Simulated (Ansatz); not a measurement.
The same path of CH5AlBN (9 atoms, charge 0, multiplicity 1) was run twice with different band settings. Made: B1–N4. The coordinate that changes most is the dihedral H5–B1–Al2–C3.

Level of theory: Ansatz 0.2.0, RKS PBE-D4/def2-SVP.

Relaxed end points:

```xyz
9
Properties=species:S:1:pos:R:3
B -1.186 0.904 -1.349
Al 0.617 0.108 -0.554
C 0.693 -0.075 1.434
N 0.398 -1.226 0.923
H -2.265 0.337 -1.261
H -1.238 1.990 -1.907
H 2.015 -0.091 -1.317
H 0.804 0.090 2.529
H 0.251 -2.083 1.486
```

```xyz
9
Properties=species:S:1:pos:R:3
B -0.923 0.034 -0.775
Al 1.005 0.973 -0.708
C 0.824 -0.243 0.971
N -0.372 -0.592 0.584
H -1.921 0.717 -0.556
H -1.121 -0.853 -1.603
H 2.326 1.856 -1.001
H 1.205 -0.683 1.918
H -0.935 -1.256 1.153
```

Common settings: climbing image yes; spring 5.0 eV/Å²; optimiser quadratic models (default); start path IDPP; force threshold 0.05 eV/Å; iteration limit 60; end points relaxed.

| run | movable images |
| --- | --- |
| 1 | 7 |
| 2 | 1 |

Problem. What does each run give, and how far can it be trusted?

Solution. Run 1: converged after 12 iterations, highest image 0.223 eV above the first end. A vibrational analysis at the climbing image gives one clearly imaginary mode, 183i cm⁻¹: a first-order saddle point.
Run 2: converged after 11 iterations, highest image 0.223 eV above the first end. The dihedral H5–B1–Al2–C3 jumps by 108° between images 0 and 1, so the path isn't resolved there. Another band between the same ends (7 images) ends at a top of the same energy, where a vibrational analysis finds 1 clearly imaginary mode. So few images can step over the top or miss a turn of the path.
